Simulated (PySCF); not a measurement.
**Cu(2+): fine-structure interval**

Cu(2+) [Ar] 3d9 [3d3/2^4 3d5/2^5, M_J = 5/2] → Cu(2+) [Ar] 3d9 [3d3/2^3 3d5/2^6, M_J = 3/2], as a difference of total energies. All numbers are calculated (PySCF 2.14, the two-component X2C-1e Hamiltonian, in x2c-TZVPall-2c (6s7p4d1f, 54 functions)). Correlated levels: [Ne] frozen; the 6 highest virtual spinors dropped. "Screened" scales the spin-orbit matrix elements by Boettger's factors to mimic the two-electron term; Breit and QED terms are absent.

```json
{"method": "GHF (screened spin-orbit)", "fine-structure interval (cm⁻¹)": "2290.2"}
{"method": "GMP2 (screened spin-orbit)", "fine-structure interval (cm⁻¹)": "2360.6"}
{"method": "GHF (bare spin-orbit)", "fine-structure interval (cm⁻¹)": "3486.1"}
```
